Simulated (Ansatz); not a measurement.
Mulliken charges of C2H5FGaN (`[CH3][GaH][C](=N)F`) from ωB97M-V/def2-TZVPP in Ansatz (PBE0-D4/def2-TZVP geometry).

```csv
atom,x (Å),y (Å),z (Å),charge (e)
C1,-1.626,-0.830,-0.065,-0.462
Ga2,-0.155,-0.020,0.934,0.343
C3,1.431,0.562,-0.134,0.104
N4,1.295,1.278,-1.149,-0.252
F5,2.673,0.205,0.312,-0.206
H6,-1.401,-1.885,-0.247,0.113
H7,-1.723,-0.343,-1.037,0.132
H8,-2.574,-0.773,0.471,0.122
H9,-0.107,0.246,2.477,-0.016
H10,2.188,1.560,-1.561,0.120
```

Question: By hand: the dipole of these point charges (1 e Å = 4.8032 D).

Answer: Σ q r = (-0.466, -0.099, 0.227) e Å, of length 0.528 e Å = 2.54 D.

Question: How does the dipole of the full density compare? (An estimate is asked.)

Answer: Computed: (-0.175, -0.153, 0.071) e Å, 1.17 D; the point charges give 2.17 times that, at 28° from its direction.

Point charges leave out the atoms' own dipoles, such as those of lone pairs, and Mulliken's split depends on the basis, so the two needn't agree.
